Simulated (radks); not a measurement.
Results of a calculation; reference values are marked as such.
Spin polarisation of the 4f7 shell in the europium ion Eu+. Start: [Xe] 4f(up 3.5, down 3.5) 6s(up 0.5, down 0.5); electrons of 4f are moved from spin down to spin up, other shells keep equal spins. Level of theory: scalar-relativistic Kohn-Sham, r2SCAN, spin-polarised, spherical densities, finite nucleus; meta-GGA in the generalised Kohn-Sham scheme; Fermi nuclear charge, rms radius of each element as measured or else 0.836 A^(1/3) + 0.57 fm (a radial shooting solver on a logarithmic mesh with Libxc functionals).

| moment (Bohr magnetons) | E - E(0) (eV) | e(4f up) (eV) | e(4f down) (eV) | 6s down minus up (eV) |
|---|---|---|---|---|
| 0 | 0.000 | -8.647 | -8.647 | 0.000 |
| 1 | -0.236 | -9.096 | -8.153 | 0.064 |
| 2 | -0.943 | -9.499 | -7.616 | 0.128 |
| 3 | -2.120 | -9.854 | -7.034 | 0.193 |
| 4 | -3.764 | -10.155 | -6.405 | 0.259 |
| 5 | -5.871 | -10.395 | -5.725 | 0.328 |
| 6 | -8.434 | -10.562 | -4.988 | 0.401 |
| 7 | -11.445 | -10.633 | -4.181 | 0.482 |

At moment 7 the spin-polarisation energy is -11.445 eV and the 4f exchange splitting 6.452 eV, that is 0.922 eV per Bohr magneton; E = -I m^2/4 would give I = 0.934 eV.
